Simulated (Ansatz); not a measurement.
`F[CH2][AlH][SiH3]` + HCl → `[SiH3][AlH][Cl]` + `CF` at 600 K and 1 bar (ligand exchange at the Al–C bond).

Computed with Ansatz on PBE0-D4/def2-TZVP structures; ΔE is electronic, products minus reactants. CCSD(T)/CBS is the MP2 limit (def2-TZVPP, def2-QZVPP) plus CCSD(T) − MP2 in def2-TZVPP, frozen cores. This one scheme is used for every species. One conformer a species, not always the lowest.

| species | CCSD(T)/CBS energy (Eh) | H − E (kJ/mol) | S (J/(mol·K)) |
| --- | --- | --- | --- |
| `F[CH2][AlH][SiH3]` | -672.50700 | 220.7 | 460.8 |
| HCl | -460.38127 | 35.4 | 207.2 |
| `[SiH3][AlH][Cl]` | -993.32756 | 135.6 | 410.5 |
| `CF` | -139.63461 | 127.6 | 254.6 |

H − E and S are ideal-gas, rigid-rotor, harmonic terms from PBE0-D4/def2-TZVP, for one conformer and one mirror image of each species. 1 Eh = 2625.50 kJ/mol, R = 8.31446 J/(mol·K).

Problem. By hand: ΔE, ΔH, ΔS and ΔG.

Solution. ΔE = (-993.32756) + (-139.63461) − (-672.50700) − (-460.38127) = -0.07390 Eh = -194.0 kJ/mol. Δ(H − E) = 135.6 + 127.6 − 220.7 − 35.4 = 7.1, so ΔH = -186.9 kJ/mol. ΔS = 410.5 + 254.6 − 460.8 − 207.2 = -2.9 J/(mol·K). ΔG = -186.9 − 600 × (-2.9)/1000 = -185.2 kJ/mol.

Problem. By hand: the equilibrium constant, and the temperature at which ΔG would vanish if ΔH and ΔS stayed fixed.

Solution. log₁₀ K = −ΔG/(RT ln 10) = 16.1. ΔG = 0 at ΔH/ΔS = 64448 K, far beyond where these terms or the molecules hold.

The number of gas molecules stays the same, so ΔS is small and ΔH decides. A doubt of 5 kJ/mol in ΔE shifts log₁₀ K by 0.4 here. Other conformers and mirror images would add mixing entropy, several J/(mol·K) or more a flexible species. Modes under 60 cm⁻¹, often nearly free rotors, make the harmonic entropy too high. These are equilibria of isolated gas molecules and say nothing of rates. Largest T1 diagnostic: 0.012 (customary marks: 0.02 for closed shells, 0.045 for open ones).
